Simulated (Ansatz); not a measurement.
Method: frozen-core CCSD(T)/def2-TZVPP // B3LYP-D3(BJ)/def2-TZVP run with Ansatz (a quantum-chemistry and plane-wave program). The restricted HF reference is unstable towards unrestricted orbitals.

Ansatz 0.2 input:
```yaml
crystal:
  periodic: [false, false, false]
  atoms:
    - { symbol: C, position_ang: [-1.686675, -0.146718, -0.053208] }
    - { symbol: C, position_ang: [-0.43438, 0.177207, -0.078481] }
    - { symbol: C, position_ang: [0.830444, 0.516865, -0.107732] }
    - { symbol: C, position_ang: [1.877751, -0.389723, 0.225814] }
    - { symbol: N, position_ang: [2.746527, -1.099326, 0.489713] }
    - { symbol: H, position_ang: [-2.177762, -0.557125, -0.928458] }
    - { symbol: H, position_ang: [-2.280078, -0.02309, 0.845816] }
    - { symbol: H, position_ang: [1.124173, 1.521911, -0.393466] }
basis:
  gaussian: { orbitals: def2-TZVPP }
correlation:
  method: ccsd_t
```

Output:

```
Functional definition: HF
1203 factors; integrals over basis functions are off by at most 8.4e-4 eV
mean field evaluation 1: about -5647.1935 eV, gradient 3.5e1 eV
mean field evaluation 2: about -5647.5250 eV, gradient 3.5e1 eV
mean field evaluation 4: about -5650.9054 eV, gradient 6.2e0 eV
mean field evaluation 8: about -5651.0368 eV, gradient 3.7e-1 eV
mean field evaluation 16: about -5649.4461 eV, gradient 2.4e1 eV
mean field -5651.03781526 eV, -207.6718092999 hartree, gradient 5.8e-6 eV, S^2 0.000000; 0 other end points of the search recorded, 0 dependent functions left out; unrestricted orbitals would lower it
5 core orbitals not correlated
reference -5651.03781526 eV, -207.6718092999 hartree; 12, 12 occupied and 180, 180 virtual orbitals, 1203 factors
second order -21.62196947 eV of doubles, -0.00000000 eV of singles
cycle   1  -21.32492313 eV  change    3.0e-1 eV  update   1.2e-1
cycle   2  -21.98601495 eV  change   -6.6e-1 eV  update   3.9e-2
cycle   3  -22.14239139 eV  change   -1.6e-1 eV  update   1.9e-2
cycle   4  -22.13918603 eV  change    3.2e-3 eV  update   5.6e-3
cycle   5  -22.14189875 eV  change   -2.7e-3 eV  update   2.6e-3
cycle   6  -22.14351403 eV  change   -1.6e-3 eV  update   7.1e-4
cycle   7  -22.14340651 eV  change    1.1e-4 eV  update   3.4e-4
cycle   8  -22.14339007 eV  change    1.6e-5 eV  update   1.1e-4
cycle   9  -22.14341691 eV  change   -2.7e-5 eV  update   4.7e-5
cycle  10  -22.14340143 eV  change    1.5e-5 eV  update   1.7e-5
perturbative correction -1.18079883 eV, -0.0433935566 hartree
Total energy: -5674.36201552 eV, -208.5289578498 hartree
```

Cost: around 2.1 core-minutes (rough).
